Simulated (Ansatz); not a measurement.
Isolated molecules relaxed with PBE0-D4/def2-TZVP in Ansatz; ΔE leaves out vibrations. CBS: MP2 limit from def2 TZ/QZ plus the TZ coupled-cluster correction, frozen cores. This one scheme is used for every species. DFT in def2-TZVPP. B3LYP here is the variant with VWN-RPA as its local correlation; programs differ in this. def2 core potentials past Kr. For Te outer-core shells are correlated without core-valence functions, which leaves a few kJ/mol of doubt a bond. Each species was taken in one conformer, which may not be the lowest.

Consider the substitution at a C–Te bond: `N=C(S)[TeH]` + H–F → `N=C(F)S` + H₂Te.

`N=C(S)[TeH]`:

```xyz
7

N    -0.550   -1.630   -0.403
C    -0.158   -0.471   -0.114
S    -1.163    0.978   -0.251
Te    1.852   -0.336    0.556
H    -1.532   -1.674   -0.676
H    -0.375    1.815    0.437
H     1.926    1.318    0.452
```

H–F:

Z-matrix (Å, degrees):
```
F
H 1 0.920
```

`N=C(F)S`:

Z-matrix (Å, degrees):
```
C
F 1 1.332
S 1 1.764 2 107.1
N 1 1.243 2 119.1 3 180.0
H 3 1.341 1 95.2 2 180.0
H 4 1.013 1 113.4 2 -180.0
```

H₂Te:

```xyz
3

Te   -0.549   -0.497    0.237
H     0.931   -0.653   -0.489
H    -0.382    1.150    0.253
```

```csv
level,ΔE (kJ/mol),difference from CCSD(T)/CBS
r2SCAN-D4,6.6,-24.9
BHLYP-D4,10.1,-21.4
PBE-QIDH,16.5,-15.0
r2SCAN,5.0,-26.5
B3LYP,1.2,-30.3
CAM-B3LYP,-6.4,-37.9
MP2/def2-SVP,-0.1,-31.6
HF/def2-TZVPP,-15.4,-46.9
CCSD/def2-TZVPP,14.2,-17.3
MP2/CBS(def2),47.9,16.4
CCSD(T)/CBS,31.5,0
```

Largest T1 diagnostic among the species: 0.014.

From BLYP to BHLYP (50 % exact exchange), in def2-TZVPP and without D4, ΔE moves by −5.4 kJ/mol. Leaving LDA and LC-ωPBE aside and taking each functional with its dispersion term where it has one, the values, not all of them listed here, spread over 21.5 kJ/mol, from B97M-V to revPBE-D4. LDA lies −5.6 kJ/mol from PBE without D4. In def2-TZVPP, CCSD(T) changes the Hartree–Fock value by +35.4 kJ/mol (the triples alone add +5.8 kJ/mol) and MP2 by +51.8 kJ/mol.
